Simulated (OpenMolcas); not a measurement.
A run on Cr4+ among 5 point charges of -2.6 e arranged as a trigonal bipyramid (D3h), 1.6 Å from the ion, with the axial distance 1.424 Å.

| Quantity | Value |
| --- | --- |
| Program | OpenMolcas |
| Method | SS-CASPT2, IPEA 0.25 Eh, imaginary shift 0.1 Eh (closed shells correlated: 3s 3p) |
| Basis | ANO-RCC-VDZP [5s4p2d1f] |
| Scalar Hamiltonian | DKH2, point nucleus |
| Active space | 2 electrons in 5 orbitals (3d) |
| State averaging | 2S+1 = 3 even, 10 roots; 2S+1 = 1 even, 15 roots |
| Spin-orbit coupling | RASSI with atomic mean-field integrals over the reference wave functions |

First CASPT2 step and the start of its output:

```
&CASPT2
Multistate=10 1 2 3 4 5 6 7 8 9 10
NoMult
Frozen=5
IPEA=0.25
Imaginary=0.1
MaxIter=60
WThr=0.0 0.3 0.05
PrWF=0.5
NoMix
```

```
--- CASPT2 ---
Orbital specifications:
      -----------------------

      Symmetry species                           1
                                                 a
      Frozen orbitals                            5
      Inactive orbitals                          4
      Active orbitals                            5
      Secondary orbitals                        20
      Deleted orbitals                           0
      Number of basis functions                 34
Type of calculation                        SS-CASPT2
      Fock operator                              state-specific
      IPEA shift                                 0.25
      Real shift                                 0.00
      Imaginary shift                            0.10
      The input orbitals will be transformed to quasi-canonical
Reference energy:       -1064.1188616639
      E2 (Non-variational):      -0.2390821812
      Shift correction:          -0.0004393881
      E2 (Variational):          -0.2395215692
      Total energy:           -1064.3583832331
      Residual norm:              0.0000008459
      Reference weight:           0.95781
      Contributions to the CASPT2 correlation energy
      Active & Virtual Only:         -0.0060502828
      One Inactive Excited:          -0.0810945048
      Two Inactive Excited:          -0.1519373935
Reference energy:       -1064.1186812169
      E2 (Non-variational):      -0.2389137608
      Shift correction:          -0.0005496488
      E2 (Variational):          -0.2394634097
      Total energy:           -1064.3581446265
      Residual norm:              0.0000002875
      Reference weight:           0.95742
      Contributions to the CASPT2 correlation energy
      Active & Virtual Only:         -0.0060248601
...
```

Over all roots the printed reference weights run from 0.64 to 0.96, and roots that are degenerate in the reference spread by up to 790 cm-1.

Problem. Did the run give usable levels, and if not, why?

Solution. No. The equations converged, but the reference weight falls to 0.64 for at least one root against 0.96 for the best. A drop of that size marks an intruder state, so the energies of such roots and the levels built on them can't be trusted.
